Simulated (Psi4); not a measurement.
H₄MgOSi (SMILES [MgH][O][SiH3]), singlet, geometry from GFN2-xTB (such geometries of metal compounds can be far from the true shape); PBE0/def2-TZVPPD (Psi4).

The Psi4 input:
```
memory 2 GB

molecule {
0 1
Mg   -1.49001871   -0.76521879    0.82490882
H    -2.71892048   -1.39056401    1.52453286
O    -0.08990263   -0.04679003    0.04770439
Si    1.18767481    0.60986861   -0.65778288
H     1.20615474    0.19749955   -2.07644804
H     2.40389032    0.13223998    0.03180913
H     1.08087363    2.07960957   -0.55147454
}

set {
  basis def2-tzvppd
}

energy('pbe0')
print_variables()
```

### Question
Predict the main parts of the log of this Psi4 run.

### Answer

```
   => Loading Basis Set <=

    Name: DEF2-TZVPPD
    Role: ORBITAL
    Keyword: BASIS

         ---------------------------------------------------------
                                   SCF
               by Justin Turney, Rob Parrish, Andy Simmonett
                          and Daniel G. A. Smith
                              RKS Reference
         ---------------------------------------------------------

  ==> Geometry <==

    Molecular point group: c1
    Full point group: C1

    Geometry (in Angstrom), charge = 0, multiplicity = 1:

       Center              X                  Y                   Z               Mass
    ------------   -----------------  -----------------  -----------------  -----------------
         MG          -1.462774992595    -0.751144247978     0.810103736823    23.985041697000
         H           -2.691676762595    -1.376489467978     1.509727776823     1.007825032230
         O           -0.062658912595    -0.032715487978     0.032899306823    15.994914619570
         SI           1.214918527405     0.623943152022    -0.672587963177    27.976926534650
         H            1.233398457405     0.211574092022    -2.091253123177     1.007825032230
         H            2.431134037405     0.146314522022     0.017004046823     1.007825032230
         H            1.108117347405     2.093684112022    -0.566279623177     1.007825032230

  Running in c1 symmetry.

  Rotational constants: A =      2.84288  B =      0.09800  C =      0.09800 [cm^-1]
  Rotational constants: A =  85227.48214  B =   2937.90758  C =   2937.89236 [MHz]
  Nuclear repulsion =  125.111985309197749

  Charge       = 0
  Multiplicity = 1
  Electrons    = 38
  Nalpha       = 19
  Nbeta        = 19

  ==> Algorithm <==

  SCF Algorithm Type is DF.
  DIIS enabled.
  MOM disabled.
  Fractional occupation disabled.
  Guess Type is SAD.
  Energy threshold   = 1.00e-06
  Density threshold  = 1.00e-06
  Integral threshold = 1.00e-12

  ==> Primary Basis <==

  Basis Set: DEF2-TZVPPD
    Blend: DEF2-TZVPPD
    Number of shells: 71
    Number of basis functions: 191
    Number of Cartesian functions: 211
    Spherical Harmonics?: true
    Max angular momentum: 3

  ==> DFT Potential <==

   => LibXC <=

    Version 7.1.2
    S. Lehtola, C. Steigemann, M. J. T. Oliveira, and M. A. L. Marques,  SoftwareX 7, 1–5 (2018) (10.1016/j.softx.2017.11.002)

   => Composite Functional: PBE0 <=

    PBE0 Hyb-GGA Exchange-Correlation Functional

    C. Adamo and V. Barone,  J. Chem. Phys. 110, 6158 (1999) (10.1063/1.478522)
    M. Ernzerhof and G. E. Scuseria,  J. Chem. Phys. 110, 5029 (1999) (10.1063/1.478401)

    Deriv               =              1
    GGA                 =           TRUE
    Meta                =          FALSE

    Exchange Hybrid     =           TRUE
    MP2 Hybrid          =          FALSE

   => Exchange Functionals <=

    0.7500   Perdew, Burke & Ernzerhof

   => Exact (HF) Exchange <=

    0.2500               HF

   => Correlation Functionals <=

    1.0000   Perdew, Burke & Ernzerhof

   => LibXC Density Thresholds  <==

    XC_HYB_GGA_XC_PBEH:  1.00E-15

   => Molecular Quadrature <=

    Radial Scheme          =       TREUTLER
    Pruning Scheme         =           NONE
    Nuclear Scheme         =       TREUTLER

    Blocking Scheme        =         OCTREE
    BS radius alpha        =              1
    Pruning alpha          =              1
    Radial Points          =             75
    Spherical Points       =            302
    Total Points           =         153192
    Total Blocks           =           1222
    Max Points             =            255
    Max Functions          =            177
    Weights Tolerance      =       1.00E-15

   => Loading Basis Set <=

    Name: (DEF2-TZVPPD AUX)
    Role: JKFIT
    Keyword: DF_BASIS_SCF

  ==> Integral Setup <==

  SCF_SUBTYPE=INCORE selected. In-core MEM_DF algorithm will be used.
  Using in-core AOs.

  ==> MemDFJK: Density-Fitted J/K Matrices <==

    J tasked:                   Yes
    K tasked:                   Yes
    wK tasked:                   No
    Algorithm:                 Core
    Schwarz Cutoff:           1E-12
    Mask sparsity (%):       5.2082
    Fitting Condition:        1E-10

   => Auxiliary Basis Set <=

  Basis Set: (DEF2-TZVPPD AUX)
    Blend: DEF2-UNIVERSAL-JKFIT
    Number of shells: 121
    Number of basis functions: 389
    Number of Cartesian functions: 465
    Spherical Harmonics?: true
    Max angular momentum: 4

  Minimum eigenvalue in the overlap matrix is 1.1742681087E-04.
  Reciprocal condition number of the overlap matrix is 1.3549773662E-05.
    Using symmetric orthogonalization.

  ==> Pre-Iterations <==

  SCF Guess: Superposition of Atomic Densities via on-the-fly atomic UHF (no occupation information).

   -------------------------
    Irrep   Nso     Nmo
   -------------------------
     A        191     191
   -------------------------
    Total     191     191
   -------------------------

  ==> Iterations <==

                           Total Energy        Delta E     RMS |[F,P]|

   @DF-RKS iter SAD:  -566.23632854665266   -5.66236e+02   0.00000e+00
   @DF-RKS iter   1:  -566.64682386567847   -4.10495e-01   5.01389e-03 ADIIS/DIIS
   @DF-RKS iter   2:  -564.90351627040002    1.74331e+00   1.07026e-02 ADIIS/DIIS
   @DF-RKS iter   3:  -566.97444669920719   -2.07093e+00   9.28376e-04 ADIIS/DIIS
   @DF-RKS iter   4:  -566.98711978117888   -1.26731e-02   2.56590e-04 ADIIS/DIIS
   @DF-RKS iter   5:  -566.98775646604940   -6.36685e-04   4.35460e-05 DIIS
   @DF-RKS iter   6:  -566.98778657962725   -3.01136e-05   1.53287e-05 DIIS
   @DF-RKS iter   7:  -566.98779004406674   -3.46444e-06   2.11560e-06 DIIS
   @DF-RKS iter   8:  -566.98779010424232   -6.01756e-08   4.10254e-07 DIIS
  Energy and wave function converged.

  ==> Post-Iterations <==

   Electrons on quadrature grid:
      Ntotal   =   37.9999836574 ; deviation = -1.634e-05

    Orbital Energies [Eh]
    ---------------------

    Doubly Occupied:

[...]
      19A     -0.294573

    Virtual:

[...]
     191A     44.162871

    Final Occupation by Irrep:
              A
    DOCC [    19 ]
    NA   [    19 ]
    NB   [    19 ]

  @DF-RKS Final Energy:  -566.98779010424232

   => Energetics <=

    Nuclear Repulsion Energy =            125.1119853091977490
    One-Electron Energy =               -1037.1594960238685417
    Two-Electron Energy =                 380.8523783458623484
    DFT Exchange-Correlation Energy =     -35.7926577354338704
    Empirical Dispersion Energy =           0.0000000000000000
    VV10 Nonlocal Energy =                  0.0000000000000000
    Total Energy =                       -566.9877901042423218

Computation Completed

Properties will be evaluated at   0.000000,   0.000000,   0.000000 [a0]

Properties computed using the SCF density matrix

 Multipole Moments:

 ------------------------------------------------------------------------------------
     Multipole            Electronic (a.u.)      Nuclear  (a.u.)        Total (a.u.)
 ------------------------------------------------------------------------------------

 L = 1.  Multiply by 2.5417464519 to convert [e a0] to [Debye]
 Dipole X            :         -2.3730124            1.9563602           -0.4166521
 Dipole Y            :         -1.2296561            1.0106870           -0.2189691
 Dipole Z            :          1.2771491           -1.0631469            0.2140022
 Magnitude           :                                                    0.5170526

 ------------------------------------------------------------------------------------

  Variable Map:
  ----------------------------------------------------------------------------
[...]
  Array Variable Map:
  ----------------------------------------------------------------------------
[...]
[...]
```
